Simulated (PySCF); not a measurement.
Gas-phase reaction: GaH + 3 HF → GaF₃ + 4 H

Computed with PySCF and rigid-rotor harmonic-oscillator thermochemistry at 1 bar. † marks an energy on the PBE0/def2-TZVP geometry and frequencies; other levels use their own. MP2 and CCSD(T) freeze the core. Open shells (unrestricted): H (multiplicity 2); the rest are closed-shell singlets. Ga: all electrons, no relativistic terms. GaH: computed as isolated molecules; such fragments, hydroxides, amides, oligomers or adducts are transient or little studied in the gas. MP2 isn't extrapolated to the basis-set limit; its ΔH°(298 K) is 414.7 kJ in def2-SVP and 496.9 kJ in def2-TZVPP. CCSD(T) isn't extrapolated to the basis-set limit; its ΔH°(298 K) is 492.1 kJ in def2-SVP and 563.2 kJ in def2-TZVPP. The harmonic model lacks anharmonicity and excited electronic states, which grow with temperature; levels with a mode under 35 cm⁻¹ are left out.

```tsv
level	ΔE electronic, kJ	ΔH°(298 K), kJ	ΔS°(298 K), J/K	ΔG°(800 K), kJ
CCSD(T)/def2-SVP†	554	492	31	457
MP2/def2-SVP†	477	415	31	379
MP2/def2-TZVPP†	559	497	31	461
PBE/def2-SVP	526	467	32	431
PBE0/def2-TZVP	599	537	31	502
ωB97M-V/def2-TZVP†	623	560	31	525
```
ΔH° is lowest at MP2/def2-SVP† and highest at ωB97M-V/def2-TZVP†. No reference value is set beside these.
